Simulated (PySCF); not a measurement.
A structure optimised at PBE0-D3(BJ)/def2-SVP, used in a PySCF frequency run:

```xyz
8

Ti    -0.2918     0.1932    -0.0505
Br     1.6710    -1.0504     0.1657
S     -0.2967     2.0782     1.1616
H      0.0374     1.3396     2.2526
S     -0.6259     0.8718    -2.1700
H     -1.9608     0.7779    -1.9499
S     -2.1064    -0.9241     0.6956
H     -1.6802    -2.0206     0.0156
```
Charge 0, spin multiplicity 1.

### Question
Write its SMILES and formula.

### Answer
[SH][Ti]([SH])([SH])[Br], BrH3S3Ti

### Question
What are its rotational constants (standard atomic weights)?

### Answer
1.1715, 0.75066, 0.73257 GHz
